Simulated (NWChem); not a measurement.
System: SiCl3 cation

```xyz
4

Cl     1.3883     1.3883     0.0000
Si     0.0000     0.0000     0.0000
Cl     0.5082    -1.8965     0.0000
Cl    -1.8965     0.5082     0.0000
```
Atoms are numbered in this order, from 1.

Results from NWChem. Pople sets run with spherical d functions. STO-3G and 3-21G are far too small for this property and stand as cheap habits. The geometry was optimised at PBE0/def2-SVP. Field at 589 nm.

Q: Order these runs by computing time, cheapest first, and give rough ratios: B3LYP/STO-3G; B3LYP/def2-SVP; B3LYP/aug-cc-pVDZ.

A: B3LYP/STO-3G (1), B3LYP/def2-SVP (4), B3LYP/aug-cc-pVDZ (50). Ratios are rough, from one shared machine; the cheapest took about 5 core-seconds (a rough figure). What differs between the cheapest and the dearest: isotropic polarisability (bohr³) 28.5 → 58.9; anisotropy (bohr³) 30.5 → 27.2.
